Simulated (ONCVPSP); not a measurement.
phosphorus, ONCV: configuration errors across variants

ONCVPSP 4.0.1 input, shortened (lines: element, Z, core and valence counts, functional; n l f; lmax; l rc ep ncon nbas qcut; lloc lpopt rc5 dvloc0; l nproj debl; icmod fcfact rcfact), LDA (Perdew-Wang 92), scalar-relativistic:

```
  P 15.00    3    2  -001012      upf
    1    0    2.00
    2    0    2.00
    2    1    6.00
    3    0    2.00
    3    1    3.00
    2
    0    1.70    0.00    4    7    4.80
    1    1.45    0.00    5    8    5.90
    2    1.40    0.25    4    9    7.20
    2    5    1.40    0.00
    0    1    1.20
    1    3    2.20
    2    0    2.20
    3    4.50    1.55
```

All-electron excitation energies from the reference (eV): (1) 3s2 3p2 9.815; (2) 3s2 3p1 29.059; (3) 3s2 3p0 58.948; (4) 3s2 3p2.5 3.818.

A true bound ghost makes a file unfit for plane-wave use even where its test errors are small: the radial tests pick states by their node count and pass the ghost by.

Errors AE − PS in meV (a dash: test not solved or not reliable):

| change | (1) | (2) | (3) | (4) | bound ghosts | GHOST(+) flags above zero |
| --- | --- | --- | --- | --- | --- | --- |
| base | +1.0 | +12 | +56 | 0.0 | p | s, p |
| p: debl 0.25 | +0.9 | +11 | +56 | 0.0 | p | s, p |
| p: debl 0.5 | +0.9 | +11 | +56 | 0.0 | p | s, p |
| p: debl 0.7 | +0.9 | +11 | +56 | 0.0 | p | s, p |
| p: debl 1.35 | +0.9 | +11 | +56 | 0.0 | p | s |
| p: debl 2.15 | +1.0 | +12 | +56 | 0.0 | p | s, p |
| p: debl 3.3 | +1.0 | +12 | +55 | 0.0 | p | s, p |

Task: Give the same row for: p: debl 5.35.

Result: -5.8, -7.9, +34, -1.7; bound ghosts: p; GHOST(+) flags above zero: s, p.
